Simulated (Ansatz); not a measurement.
InH₃F, that is [InFH3]- with one electron fewer. Total charge 0; doublet. Geometry B3LYP-D4/def2-TZVPD, that of the charge -1 singlet; atoms count from 1.

Cartesian coordinates in Å:
```
In 0.1159 -0.0847 -0.0068
F -1.5535 1.1353 0.0917
H 1.3799 0.9389 -0.7288
H -0.3818 -1.4469 -1.0381
H 0.4395 -0.5427 1.6820
```

In the def2 sets In takes a core potential; there is no spin–orbit coupling.

(1) Estimate the Mulliken populations from the PBE0/def2-TZVPD orbitals of Ansatz.

(2) Where does the spin sit?

(3) And the Mayer bond orders between bonded heavy atoms (over 0.3)?

Answers

(1) 
| atom | charge (e) | spin (α − β) |
| --- | --- | --- |
| In1 | 0.74 | 0.05 |
| F2 | -0.57 | 0.12 |
| H3 | -0.12 | 0.14 |
| H4 | -0.12 | 0.14 |
| H5 | 0.07 | 0.55 |
Mulliken values and Mayer orders depend strongly on the basis. With diffuse functions, as here, like atoms can get unlike values, and bond orders can come out too low or too high.

(2) Summed by element: In 0.05, F 0.12, H 0.83, of 1 unpaired in all. Largest on single atoms: H5 0.55, H4 0.14, H3 0.14.

(3) In1–F2 0.53 (2.07 Å).
